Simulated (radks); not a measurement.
Kr3+, 33 electrons, occupied as [Ar] 3d8 4s2 4p5 (not the ground configuration).

Calculated with a radial shooting solver on a logarithmic mesh with Libxc functionals: Dirac Kohn-Sham, PBEsol, spin-unpolarised, spherical densities, finite nucleus; open shells fill j = l - 1/2 first; Fermi nuclear charge, rms radius 4.1884 fm.

Energy parts (eV):
total: -75628.242
kinetic: 77677.749
electron-nucleus: -180683.952
Hartree: 29880.940
exchange-correlation: -2502.979

Orbitals (lengths in bohr, moments of r in powers of bohr; <r^-3> diverges for s and p1/2; r(90%) holds 90 % of the orbital's charge):
\begin{tabular}{lrrrrr}
orbital & occ. & eigenvalue (eV) & r(90%) & <r^-3> & <r^4> \\ \hline
1s1/2 & 2 & -14219.99 & 0.0742 & - & 0.00001389 \\
2s1/2 & 2 & -1942.705 & 0.284 & - & 0.002721 \\
2p1/2 & 2 & -1763.576 & 0.258 & - & 0.001862 \\
2p3/2 & 4 & -1709.839 & 0.263 & 1426 & 0.002022 \\
3s1/2 & 2 & -333.1803 & 0.773 & - & 0.1522 \\
3p1/2 & 2 & -269.8962 & 0.791 & - & 0.1663 \\
3p3/2 & 4 & -261.5606 & 0.805 & 223.4 & 0.1786 \\
3d3/2 & 4 & -151.7658 & 0.844 & 30.23 & 0.2206 \\
3d5/2 & 4 & -150.3256 & 0.849 & 29.22 & 0.2257 \\
4s1/2 & 2 & -66.0155 & 2.00 & - & 6.931 \\
4p1/2 & 2 & -49.4769 & 2.25 & - & 10.86 \\
4p3/2 & 3 & -48.3798 & 2.28 & 29.54 & 11.56 \\
\end{tabular}

The highest occupied level is 4p3/2 at -48.380 eV. The density falls to 0.001 e/bohr^3 at r = 3.21 bohr. Summed over all electrons, <r^2> = 23.31 bohr^2, which gives a Langevin (diamagnetic) susceptibility term of -18.5 x 10^-6 cm^3/mol. The electron density at the nucleus is 4.938e+04 e/bohr^3.
